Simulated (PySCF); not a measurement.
Si(H)(Cl)(vinyl)(NH2) (C2H6ClNSi), SMILES C=C[SiH](N)Cl. Geometry optimised at PBE-D3(BJ)/def2-SVP. Other conformers were not sampled.

Computed with PBE-D3(BJ)/def2-SVP in PySCF 2.14.0.

Harmonic wavenumbers (cm⁻¹): 85, 157, 200, 238, 301, 376, 455, 493, 507, 660, 722, 805, 855, 895, 959, 969, 1002, 1227, 1364, 1494, 1625, 2190, 3050, 3066, 3149, 3480, 3576. Rotational constants (GHz): 3.209, 2.751, 1.634; symmetry number 1.

Q: Work out the zero-point energy and the ideal-gas rigid-rotor harmonic-oscillator thermochemistry at 298.15 K and 1 atm.

A: ZPE = ½ Σ hcν = ½ × 33900 cm⁻¹ = 202.77 kJ/mol. H − E(el) = 224.50 kJ/mol. Entropy in J/(mol K): translation 167.10, rotation 115.07, vibration 68.68, total 350.84. G − E(el) = 119.90 kJ/mol. Cp = 115.17 J/(mol K). Modes under 150 cm⁻¹ make the vibrational entropy uncertain.
